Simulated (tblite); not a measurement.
Cl4Zr (SMILES [Cl][Zr]([Cl])([Cl])[Cl]), singlet, at a GFN2-xTB geometry (such geometries of metal compounds can be far from the true shape); GFN1-xTB (tblite).

Here is a job for tblite.
```
$ tblite run mol.xyz --method gfn1 --charge 0 --spin 0 --grad --json tblite.json --no-restart

# file mol.xyz
5

Zr    -0.00000000     0.00000000     0.00000000
Cl     1.79919529    -0.56519177    -1.22978742
Cl     0.64651622     0.46587134     2.10568355
Cl    -0.98544887     1.81277582    -0.90092002
Cl    -1.46026264    -1.71345538     0.02502389
```

It wrote (shortened):

```
xTB calculator
 | screened Coulomb repulsion
 | Coulomb electrostatics
 |  * isotropic Klopman-Ohno-Mataga-Nishimoto electrostatics
 |  * onsite third-order electrostatics
 | DFT-D3(BJ) dispersion correction

halogen bonding energy    0.0000000000000E+00 Eh
repulsion energy          7.6286185607763E-02 Eh
dispersion energy        -3.2776120393834E-03 Eh
number of electrons       3.2000000000000E+01 e
integral cutoff           4.0000000000000E+01 bohr

------------------------------------------------------------
  cycle        total energy    energy error   density error
------------------------------------------------------------
      1     -18.46022910602  -1.8533238E+01   7.7056405E-01
      2     -18.63626037152  -1.7603127E-01   3.7588246E-01
      3     -18.51929251790   1.1696785E-01   4.4386528E-01
      4     -25.67131052313  -7.1520180E+00   2.7247299E+00
      5     -18.66999571868   7.0013148E+00   1.9930594E-02
      6     -18.65432441044   1.5671308E-02   1.3485205E-01
      7     -18.66653232640  -1.2207916E-02   6.9765750E-02
      8     -18.66748011651  -9.4779011E-04   6.0943116E-02
      9     -18.66956674693  -2.0866304E-03   3.5647055E-02
     10     -18.67011743463  -5.5068770E-04   2.4940678E-02
     11     -18.67047389874  -3.5646411E-04   1.4297363E-02
     12     -18.67061833237  -1.4443363E-04   5.9524664E-03
     13     -18.67064548086  -2.7148491E-05   1.9176620E-03
     14     -18.67064843072  -2.9498584E-06   4.7755990E-04
     15     -18.67064862153  -1.9081380E-07   7.3640489E-05
     16     -18.67064862616  -4.6257078E-09   8.6514316E-06
------------------------------------------------------------

electronic energy        -1.8743657199726E+01 Eh
total energy             -1.8670648626157E+01 Eh

Post processing:
 | Mayer-Wiberg bond orders

[Info] Tight-binding results written to 'tblite.txt'
[Info] JSON dump of results written to 'tblite.json'
```
